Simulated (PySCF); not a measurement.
A geometry optimisation on `O=BBr` (bromine oxoborane).

Method: PBE0-D3(BJ)/def2-SVP geometry optimisation, gas phase (PySCF 2.14.0). Start geometry: GFN2-xTB. The input is one job of a driver script: a line of settings, then coordinates in Å.

Input:
```
{"job": {"xc": "PBE0", "basis": "def2-SVP", "d3": "d3bj", "grid": 1, "maxiter": 30, "shake": 0.01, "kind": "geom"}, "charge": 0, "multiplicity": 1}
O     -1.348530     0.281750    -0.002210
B     -0.203750     0.100530    -0.006660
Br     1.558290    -0.205330    -0.010310
```

Output:
```
step   0  E = -2673.49991033  max force = 0.094782
step   1  E = -2673.50509845  max force = 0.004230
step   2  E = -2673.50511757  max force = 0.001050
step   3  E = -2673.50512006  max force = 0.000232
optimisation converged
```

Energies in Eh; «max force» is the largest Cartesian gradient component in Eh/bohr.

Question: How much energy does the optimisation release, in kJ/mol?

Answer: E(step 0) − E(last step) = 0.005210 Eh, which is 13.7 kJ/mol.

Main results: final energy -2673.50512 Eh after 3 steps; dipole 2.68 D.

Question: Give the final coordinates.

Answer: 0.039 Å rms from the input after alignment:
```
atom  x, y, z in Å
O1    -1.4134    0.2977   -0.0347
B2    -0.2232    0.1129   -0.0440
Br3    1.5912   -0.1762   -0.0571
```

Question: How long does this job take on Arm Neoverse V2, one thread, shared host with 96 logical CPUs at a one-minute load of 57? And the peak memory of the process?

Answer: About 3.8 s, with 0.28 GiB resident at the peak, the Python interpreter and its libraries included.
Labels such as C1 count atoms from 1, the log's own numbers from 0.
